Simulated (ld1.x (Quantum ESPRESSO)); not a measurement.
Bi (Z = 83) TM: all-electron and pseudo phase curves

* Element: bismuth (Bi)
* Generator: ld1.x (Quantum ESPRESSO) 7.5
* Type: norm-conserving Troullier–Martins (Kleinman–Bylander form)
* Functional: LDA (PZ)
* Relativity: non-relativistic
* Frozen core: [Xe] 4f14 5d10
* Valence charge: 5
* Reference configuration: 6s1.75 6p3.25
* Partial waves: 6s (bound): rc 2.30 bohr; 6p (bound): rc 1.95 bohr
* Local potential: all-electron potential smoothed inside 2.15 bohr (lloc = -1)
* Core correction: Bessel-smoothed model core inside 1.75 bohr

The phase is arctan(r·u′/u) with u = r·R(r), unwrapped; energies in Ry, scanned from -3 to 5 Ry. A pole is an energy at which the radial function vanishes at the test radius. The pseudo phase is shifted by a multiple of π to meet the all-electron one at the reference energy, and phase errors are pseudo minus all-electron; the curves can meet again beyond the range given. Levels narrower than the energy grid can be missing from the lists of poles.

```
channel  radius (bohr)  reference energy (Ry)  poles, all-electron  poles, pseudo  unbroken range about the reference energy with phases within 0.05 rad  phase error 1 Ry above the reference energy (rad)
      s           2.49                  -0.86                 1.21    -1.48, 1.25                                                            -1.3 to 4.3                                             +0.005
      p           2.49                  -0.37                 2.52     1.23, 4.15                                                              below 0.5                                             -0.059
```

Note: ghost states, extra bound levels that the all-electron valence spectrum of the same l lacks: s at -20.3 eV, d at -3.9 eV. A true bound ghost makes a file unfit for plane-wave use.

Phases in the p channel:

| E (Ry) | all-electron | pseudo |
| --- | --- | --- |
| -3.00 | 1.287 | 1.280 |
| -2.76 | 1.269 | 1.261 |
| -2.52 | 1.248 | 1.240 |
| -2.28 | 1.222 | 1.213 |
| -2.04 | 1.190 | 1.180 |
| -1.80 | 1.148 | 1.138 |
| -1.56 | 1.094 | 1.083 |
| -1.32 | 1.018 | 1.008 |
| -1.08 | 0.909 | 0.899 |
| -0.84 | 0.740 | 0.732 |
| -0.60 | 0.465 | 0.462 |
| -0.36 | 0.043 | 0.043 |
| -0.12 | -0.445 | -0.453 |
| 0.12 | -0.823 | -0.846 |
| 0.36 | -1.059 | -1.099 |
| 0.60 | -1.208 | -1.265 |
| 0.84 | -1.306 | -1.386 |
| 1.08 | -1.375 | -1.494 |
| 1.32 | -1.427 | -1.624 |
| 1.56 | -1.467 | -1.912 |
| 1.80 | -1.500 | -3.445 |
| 2.04 | -1.527 | -4.289 |
| 2.28 | -1.550 | -4.462 |
| 2.52 | -1.571 | -4.540 |
| 2.76 | -1.590 | -4.587 |
| 3.00 | -1.608 | -4.620 |
| 3.24 | -1.625 | -4.646 |
| 3.48 | -1.641 | -4.667 |
| 3.72 | -1.657 | -4.685 |
| 3.96 | -1.674 | -4.701 |
| 4.20 | -1.691 | -4.715 |
| 4.44 | -1.709 | -4.729 |
| 4.68 | -1.730 | -4.741 |
| 4.92 | -1.752 | -4.753 |
